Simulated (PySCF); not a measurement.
Sn(H)2(SiH3)2 (H₈Si₂Sn), SMILES [SnH2]([SiH3])[SiH3].

Geometry optimised at PBE0-D3(BJ)/def2-SVP. The structure was generated by enumeration; whether it is a known compound was not checked. The def2 effective core potentials stand for the cores of Sn; spin–orbit coupling is left out.

Computed with HF/def2-TZVP (PySCF).

Symmetry labels are those of the subgroup Cs that the program uses (full group Cs).

Task: List the valence orbital energies around the gap with their symmetry. (An estimate is asked for; the answer gives what the named calculation found.)

Result: 
```
orbital  symmetry  energy (eV)
-------  --------  -----------
HOMO−7         A'       -17.00
HOMO−6         A'       -13.45
HOMO−5         A'       -13.37
HOMO−4         A"       -13.23
HOMO−3         A"       -13.22
HOMO−2         A'       -11.93
HOMO−1         A'       -10.81
HOMO           A"        -9.86
LUMO           A'         2.45
LUMO+1         A"         2.46
LUMO+2         A'         2.90
LUMO+3         A'         2.95
```
